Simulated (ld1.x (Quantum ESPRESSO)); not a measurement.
## Scattering properties, PAW potential for antimony

* Element: antimony (Sb)
* Generator: ld1.x (Quantum ESPRESSO) 7.5
* Type: PAW
* Functional: LDA (PZ)
* Relativity: fully relativistic
* Frozen core: [Kr]
* Valence charge: 15
* Reference configuration: 4d10 5s2 5p1.5 (charge +1.5)
* Partial waves: 5s (bound): rcut 1.75, rcutus 2.20 bohr; 5s channel at -1.05 Ry: rcut 1.75, rcutus 2.20 bohr; 5p (bound): rcut 1.80, rcutus 1.95 bohr; 5p channel at -0.65 Ry: rcut 1.80, rcutus 1.95 bohr; 4d (bound): rcut 1.20, rcutus 1.30 bohr; 4d channel at -1.75 Ry: rcut 1.20, rcutus 1.30 bohr
* Local potential: all-electron potential smoothed inside 1.60 bohr (lloc = -1)
* Core correction: Bessel-smoothed model core, default radius (core density twice the valence density)
* Augmentation charge: BESSEL, radius 1.30 bohr

Open shells are filled in proportion to 2j + 1 (rel_dist='average').

The phase is arctan(r·u′/u) with u = r·R(r), unwrapped; energies in Ry, scanned from -5 to 5 Ry. A pole is an energy at which the radial function vanishes at the test radius. The pseudo phase is shifted by a multiple of π to meet the all-electron one at the reference energy, and phase errors are pseudo minus all-electron; the curves can meet again beyond the range given. Levels narrower than the energy grid can be missing from the lists of poles.

| channel | radius (bohr) | reference energy (Ry) | poles, all-electron | poles, pseudo | unbroken range about the reference energy with phases within 0.05 rad | phase error 1 Ry above the reference energy (rad) |
| --- | --- | --- | --- | --- | --- | --- |
| s | 2.40 | -1.86 | -0.16 | -3.39, -0.16 | -3.4 to 4.3 | -0.000 |
| p1/2 | 2.40 | -1.23 | 1.12 | 1.05, 1.52 | below 1.3 | -0.000 |
| p3/2 | 2.40 | -1.17 | 1.39 | 1.41 | below 4.7 | +0.000 |
| d3/2 | 2.40 | -3.50 | -3.41, 3.85 | -3.41, 3.84 | the whole range | +0.000 |
| d5/2 | 2.40 | -3.41 | -3.31, 3.92 | -3.31, 3.93 | the whole range | +0.000 |

The ghost test of this file was not conclusive.

Phases in the p3/2 channel:

| E (Ry) | all-electron | pseudo |
| --- | --- | --- |
| -5.00 | 1.334 | 1.332 |
| -4.74 | 1.323 | 1.321 |
| -4.48 | 1.310 | 1.309 |
| -4.22 | 1.296 | 1.295 |
| -3.96 | 1.279 | 1.278 |
| -3.70 | 1.259 | 1.258 |
| -3.44 | 1.235 | 1.234 |
| -3.18 | 1.206 | 1.204 |
| -2.92 | 1.167 | 1.166 |
| -2.66 | 1.117 | 1.116 |
| -2.40 | 1.048 | 1.047 |
| -2.14 | 0.947 | 0.946 |
| -1.88 | 0.789 | 0.788 |
| -1.62 | 0.526 | 0.525 |
| -1.36 | 0.096 | 0.098 |
| -1.10 | -0.433 | -0.433 |
| -0.84 | -0.843 | -0.843 |
| -0.58 | -1.090 | -1.090 |
| -0.32 | -1.240 | -1.240 |
| -0.06 | -1.338 | -1.338 |
| 0.20 | -1.406 | -1.406 |
| 0.46 | -1.457 | -1.457 |
| 0.72 | -1.497 | -1.496 |
| 0.98 | -1.529 | -1.528 |
| 1.24 | -1.556 | -1.555 |
| 1.50 | -1.580 | -1.579 |
| 1.76 | -1.602 | -1.600 |
| 2.02 | -1.622 | -1.619 |
| 2.28 | -1.641 | -1.638 |
| 2.54 | -1.660 | -1.656 |
| 2.80 | -1.679 | -1.674 |
| 3.06 | -1.699 | -1.692 |
| 3.32 | -1.721 | -1.711 |
| 3.58 | -1.744 | -1.732 |
| 3.84 | -1.771 | -1.755 |
| 4.10 | -1.802 | -1.780 |
| 4.36 | -1.840 | -1.810 |
| 4.62 | -1.888 | -1.847 |
| 4.88 | -1.951 | -1.891 |
